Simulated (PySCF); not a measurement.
A run for PySCF: R-B3LYP/6-31G* on CH6F2Si (a complex), monomers drawn apart or pushed together.

```python
from pyscf import gto, scf, dft, mp
from pyscf.data.elements import chemcore

mol = gto.M(
    atom='''
    Si    0.23949382   -0.04746047    0.12882247
    H    -1.01343314    0.27948020    0.84835367
    H     0.51101619   -1.49675428    0.24324508
    H     1.35957001    0.72867556    0.70052599
    H     0.07057473    0.30685597   -1.29997845
    F     0.37309101   -0.78882283    3.02456607
    C    -0.44505974    0.11093330    3.64313946
    F     0.13924631    1.33808292    3.57915289
    H    -0.54639806   -0.17654460    4.69073757
    H    -1.39334068    0.14485155    3.10547743
    ''',
    basis='6-31g*',
    cart=True,
    charge=0, spin=0, verbose=3, max_memory=1800)
mf = dft.RKS(mol, xc='b3lyp')
mf.conv_tol = 1e-8
mf.max_cycle = 100
mf.kernel()
if not mf.converged:
    mf = mf.newton().run(mf.mo_coeff, mf.mo_occ)
```

Task: Predict the final total energy.

Result: -530.8588 hartree.
